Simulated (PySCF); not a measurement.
Point-charge models of `FC(F)(F)/C(C(=O)F)=C\C(C)C` against its computed dipole.

Coordinates (GFN2-xTB, Å) and charges (e) from the PBE0/pcSseg-1 density (PySCF):

```csv
atom,x,y,z,Mulliken,IAO,Hirshfeld,ESP-fitted
C1,-1.850,0.735,1.173,-0.2104,-0.4149,-0.1091,-0.6219
C2,-1.097,0.274,-0.080,-0.3488,-0.1095,-0.0214,+0.4417
C3,-1.939,-0.744,-0.860,-0.2085,-0.4135,-0.1084,-0.5975
C4,0.157,-0.398,0.347,+0.0961,-0.0392,+0.0185,-0.1550
C5,1.437,-0.168,0.021,-0.5983,-0.1556,-0.0591,-0.2882
C6,2.533,-0.977,0.584,+0.7132,+0.6013,+0.2179,+0.7098
O7,3.696,-0.879,0.415,-0.3243,-0.3672,-0.2166,-0.4308
F8,2.058,-1.954,1.412,-0.2809,-0.2958,-0.0865,-0.2594
C9,1.976,0.890,-0.916,+0.9459,+0.8065,+0.2582,+0.5744
F10,2.805,1.729,-0.281,-0.2611,-0.2723,-0.0931,-0.1832
F11,1.043,1.660,-1.489,-0.2706,-0.2768,-0.0715,-0.1900
F12,2.666,0.339,-1.924,-0.2616,-0.2726,-0.0930,-0.1822
H13,-2.775,1.225,0.882,+0.1248,+0.1505,+0.0506,+0.1691
H14,-2.092,-0.111,1.812,+0.1108,+0.1391,+0.0441,+0.1658
H15,-1.250,1.442,1.741,+0.1312,+0.1492,+0.0448,+0.1586
H16,-0.908,1.137,-0.717,+0.1463,+0.1564,+0.0326,+0.0359
H17,-2.884,-0.290,-1.146,+0.1253,+0.1505,+0.0507,+0.1631
H18,-2.146,-1.622,-0.252,+0.1111,+0.1397,+0.0442,+0.1599
H19,-1.420,-1.059,-1.762,+0.1320,+0.1500,+0.0447,+0.1558
H20,-0.014,-1.216,1.039,+0.1277,+0.1744,+0.0531,+0.1741
```

Problem. Form Σ q r in debye for every column and set it beside the full dipole.

Solution. The full density gives (-5.19, 0.01, 0.47) D, 5.21 D in size; dipole vectors point from the negative to the positive end.

```
    scheme     μx     μy    μz  size (D)  share of the full size (%)  angle to the full dipole (°)
  Mulliken  -5.50  -0.28  0.69      5.55                         107                             4
       IAO  -5.55  -0.27  0.76      5.61                         108                             4
 Hirshfeld  -3.70   0.11  0.23      3.71                          71                             2
ESP-fitted  -5.23   0.01  0.47      5.25                         101                             0
```

Problem. Which set comes closest?

Solution. Length of the difference vector: ESP-fitted 0.05 D, Mulliken 0.49 D, IAO 0.55 D, Hirshfeld 1.51 D. Closest: ESP-fitted. ESP charges are fitted to the potential around the molecule, whose slowest-falling term is the dipole's. The schemes that divide the density aren't constrained to reproduce the dipole.

Problem. What is left for the Hirshfeld atoms' own dipoles?

Solution. The shares of the density sum to the whole, so what Σ q r misses lies in dipoles about the nuclei. The atomic dipoles sum to (-5.19, 0.01, 0.47) − (-3.70, 0.11, 0.23) = (-1.49, -0.10, 0.24) D, 1.51 D in size.

Problem. With the origin at the mean of the coordinates, (0.000, 0.001, 0.000) Å, which are the largest single terms, by size, of the Mulliken dipole along the direction of the full one?

Solution. C9 -9.31, C6 -8.47, O7 +5.68, C5 +4.11, F12 +3.55 D; all 20 atoms together +5.54 D. The single terms depend on the origin, their sum doesn't.

Problem. Give the size of the full dipole in other units.

Solution. 5.21 D = 2.048 au = 1.084 e·Å = 17.37 × 10⁻³⁰ C·m.

Geometry: GFN2-xTB, one conformer, isolated molecule. GFN2-xTB frequencies show an imaginary mode (28i cm⁻¹), so this geometry is no minimum at that level.

These values come from a run that also computed NMR shieldings. Cost: about 2.6 min of CPU time on one thread; the machine was shared, so the figure is rough.

Shape of the structure used: `[CH3:1][CH:2]([CH3:3])/[CH:4]=[C:5](/[C:6](=[O:7])[F:8])[C:9]([F:10])([F:11])[F:12]`: C1–C2–C4–C5 -125°, C4–C5–C6–O7 -178°, C4–C5–C9–F10 119°.
